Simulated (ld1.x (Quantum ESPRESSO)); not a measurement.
**Reading a pseudo-wave (As (Z = 33))**

Columns: radius, all-electron u(r) and pseudo u(r) of the 4p shell (level -5.35 eV) of arsenic in the configuration [Ar] 3d10 4s2 4p3; LDA (PZ), scalar-relativistic, ultrasoft scheme, ld1.x (Quantum ESPRESSO) 7.5.

| r (bohr) | all-electron | pseudo |
| --- | --- | --- |
| 0.124 | 0.1645 | 0.0094 |
| 0.248 | -0.0696 | 0.0369 |
| 0.372 | -0.2567 | 0.0808 |
| 0.496 | -0.2745 | 0.1381 |
| 0.620 | -0.1813 | 0.2052 |
| 0.744 | -0.0411 | 0.2779 |
| 0.868 | 0.1073 | 0.3522 |
| 0.992 | 0.2446 | 0.4239 |
| 1.116 | 0.3623 | 0.4897 |
| 1.240 | 0.4581 | 0.5468 |
| 1.364 | 0.5328 | 0.5935 |
| 1.488 | 0.5883 | 0.6291 |
| 1.612 | 0.6271 | 0.6537 |
| 1.736 | 0.6518 | 0.6681 |
| 1.860 | 0.6647 | 0.6737 |
| 1.984 | 0.6681 | 0.6722 |
| 2.108 | 0.6637 | 0.6651 |
| 2.232 | 0.6534 | 0.6535 |
| 2.356 | 0.6383 | 0.6383 |
| 2.480 | 0.6196 | 0.6196 |
| 2.604 | 0.5984 | 0.5984 |
| 2.728 | 0.5753 | 0.5753 |
| 2.852 | 0.5511 | 0.5511 |
| 2.976 | 0.5261 | 0.5261 |
| 3.100 | 0.5008 | 0.5008 |
| 3.224 | 0.4756 | 0.4756 |

Q: How many radial nodes do the two functions have?

A: The all-electron 4p function has n − l − 1 = 2; the pseudo-wave has 0, since the states of the same l below it are removed with the core.

Q: At about which radius was the pseudo-wave matched?

A: 2.32 bohr, where the columns begin to agree (steps of 0.12 bohr).

Q: Is the pseudo-wave norm-conserving?

A: No, it belongs to an ultrasoft set: the norm inside the radius is not constrained, and the difference is carried by the augmentation charge.
